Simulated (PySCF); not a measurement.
C4H2F6O3.
Atom-mapped SMILES: `[F:1][C:2]1([F:3])[O:4][CH2:5][O:6][C@@:7]([F:8])([C:9]([F:10])([F:11])[F:12])[O:13]1` (hydrogens: H14, H15 on C5)

The calculation used PBE0-D3(BJ)/def2-SVP geometry optimisation, gas phase in PySCF.

Task: Give the optimised bond lengths and angles.

Result: 
```json
{"bond": "F1–C2", "length (pm)": "134.3", "order": "single"}
{"bond": "C2–F3", "length (pm)": "131.3", "order": "single"}
{"bond": "C2–O4", "length (pm)": "135.8", "order": "single"}
{"bond": "O4–C5", "length (pm)": "140.1", "order": "single"}
{"bond": "C5–O6", "length (pm)": "140.2", "order": "single"}
{"bond": "O6–C7", "length (pm)": "136.1", "order": "single"}
{"bond": "C7–F8", "length (pm)": "135.6", "order": "single"}
{"bond": "C7–C9", "length (pm)": "154.2", "order": "single"}
{"bond": "C9–F10, C9–F11, C9–F12", "length (pm)": "132.3", "order": "single"}
{"bond": "C7–O13", "length (pm)": "138.1", "order": "single"}
{"bond": "C2–O13", "length (pm)": "138.1", "order": "single"}
{"bond": "C5–H14", "length (pm)": "109.4", "order": "single"}
{"bond": "C5–H15", "length (pm)": "110.4", "order": "single"}
```

Bonds in one row agree within 1 pm and their mean is given. Orders are formal, as drawn. A selection of angles:
```json
{"angle": "F1–C2–F3", "degrees": "108.5"}
{"angle": "F1–C2–O4", "degrees": "110.4"}
{"angle": "F1–C2–O13", "degrees": "109.0"}
{"angle": "F3–C2–O4", "degrees": "108.5"}
{"angle": "F3–C2–O13", "degrees": "107.4"}
{"angle": "O4–C2–O13", "degrees": "113.0"}
{"angle": "C2–O4–C5", "degrees": "112.5"}
{"angle": "O4–C5–O6", "degrees": "109.5"}
{"angle": "O4–C5–H14", "degrees": "107.5"}
{"angle": "O4–C5–H15", "degrees": "110.5"}
{"angle": "O6–C5–H14", "degrees": "107.6"}
{"angle": "O6–C5–H15", "degrees": "110.4"}
{"angle": "H14–C5–H15", "degrees": "111.2"}
{"angle": "C5–O6–C7", "degrees": "112.3"}
{"angle": "O6–C7–F8", "degrees": "110.1"}
{"angle": "O6–C7–C9", "degrees": "108.5"}
{"angle": "O6–C7–O13", "degrees": "113.3"}
{"angle": "F8–C7–C9", "degrees": "108.2"}
{"angle": "F8–C7–O13", "degrees": "109.0"}
{"angle": "C9–C7–O13", "degrees": "107.6"}
{"angle": "C7–C9–F10", "degrees": "109.8"}
{"angle": "F10–C9–F11", "degrees": "109.0"}
{"angle": "C2–O13–C7", "degrees": "117.2"}
```

Torsions: F1–C2–O4–C5 -73° (synclinal); C2–O4–C5–O6 -58° (synclinal); O4–C5–O6–C7 57° (synclinal); C5–O6–C7–F8 73° (synclinal); O6–C7–C9–F10 -177° (antiperiplanar); O6–C7–O13–C2 41° (synclinal); F1–C2–O13–C7 82° (synclinal).

Of the pairs four or more bonds apart, F1···H15 is among the closest relative to their van der Waals radii: 2.56 Å, 96 % of the sum of Bondi's values. O6 (cyclic ether oxygen) is bent (angle 112.3°). The 6 C–O bonds span 1.358 Å (C2–O4, drawn single) to 1.402 Å (C5–O6, drawn single), a spread of 0.044 Å. O13 (cyclic ether oxygen) is bent (angle 117.2°). The 6-membered ring C2–O4–C5–O6–C7–O13 has internal angles of 109.5° to 117.2° (sum 678°, against 720° for a flat polygon); it is puckered, 0.19 Å rms from its mean plane, widest ring torsion 58°. The C–F distances run from 1.313 Å (C2–F3, drawn single) to 1.356 Å (C7–F8, drawn single), a spread of 0.043 Å.

Point group: C1 (no symmetry element, even within 0.4 Å). Stationary, but not proved a minimum. One conformer, not necessarily the lowest.
